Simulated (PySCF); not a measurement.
Al(Cl)2(SeH) (AlCl2HSe), SMILES [Cl][Al]([Cl])[SeH].

The structure is a stationary point at B3LYP-D3(BJ)/def2-SVP. One conformer was computed; it need not be the lowest.

Two levels are set side by side: TDA-PBE/def2-SVPD (PySCF) and TDA-M06-2X/def2-SVPD (PySCF). Vertical, same geometry. The lowest singlet is HOMO→LUMO 99 % with PBE and HOMO→LUMO 80 %, HOMO→LUMO+2 15 % with the other functional; states are paired by order. Differences are taken from unrounded values.

| quantity | TDA-M06-2X |
|---|---|
| lowest singlet excitation (eV) | 5.24 |
| lowest triplet excitation (TDA) (eV) | 4.91 |
| first bright state (f over 0.05) (eV) | 7.03 |
| its oscillator strength | 0.08 |

**Question.** What does TDA-PBE give, and how far is it from TDA-M06-2X? (Estimate from the structure and the level; the computed values follow.)

**Answer.** 
```
quantity                               TDA-PBE  TDA-PBE minus TDA-M06-2X
-------------------------------------  -------  ------------------------
lowest singlet excitation (eV)            4.62                     -0.61
lowest triplet excitation (TDA) (eV)      4.31                     -0.60
first bright state (f over 0.05) (eV)     6.30                     -0.74
its oscillator strength                   0.28                      0.20
```

Functionals without exact exchange tend to place singlet excitations lower, as here. Differences between two approximate levels are no errors against the true value.

Rough cost on one machine, each run with all the roots and properties that it gave: TDA-M06-2X against TDA-PBE about 8 times.
